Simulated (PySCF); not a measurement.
## Two-component Hartree-Fock for P(5+) (phosphorus, charge +5)

Start: [Ne]. Calculated with PySCF 2.14 in x2c-TZVPPall-2c with one added diffuse shell each of s, p, d type (6s7p4d1f, 54 functions): generalised Hartree-Fock with the X2C-1e Hamiltonian and a Gaussian nucleus; spin-orbit coupling (SO) screened by Boettger's factors.

```
spinor shell  electrons  ε, screened SO (eV)  weight of nominal j (screened SO)  rms radius, screened SO (bohr)
       1s1/2          2              -2260.9                              1.000                           0.120
       2s1/2          2              -280.07                              1.000                           0.558
       2p1/2          2              -222.97                              1.000                           0.532
       2p3/2          4              -221.98                              1.000                           0.534
```

```tsv
quantity	screened SO
E (hartree)	-335.16940
M_J	0
⟨J²⟩	0.000
⟨L²⟩	0.000
⟨S²⟩	0.000
```
